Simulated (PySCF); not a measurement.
Excitation energy of N by level of theory

N [He] 2s2 2p3 (4S) → N [He] 2s1 2p3 3d1 (6D), as a difference of total energies. Computed with PySCF 2.14 in aug-cc-pCVTZ-DK with one added diffuse shell each of s, p, d, f type (8s7p5d3f, 75 functions), with scalar relativity by spin-free X2C-1e. Correlated levels: valence: 1s2 frozen; valence and next inner shell: nothing frozen. The calculations carry no spin-orbit coupling.

```csv
method,excitation energy (cm⁻¹)
UHF,139760
LDA,157540
PBE,154860
PBE0,154630
r2SCAN,151710
BLYP,160450
BP86,155920
PW91,155460
wB97X-V,161670
MP2 (valence),155010
SCS-MP2 (valence),158010
MP2 (valence and next inner shell),155130
SCS-MP2 (valence and next inner shell),158080
```

The upper state lies above the first ionisation limit, but in LS coupling its spin forbids autoionisation to the ground ion. A Rydberg-like electron needs more diffuse functions than a valence basis has.

The promoted electron is Rydberg-like, and one or two diffuse shells describe it only roughly, which tends to raise the upper state.

In the upper state the promoted electron has a positive orbital energy at LDA, PBE, r2SCAN, BLYP, BP86, PW91, so the basis confines it.
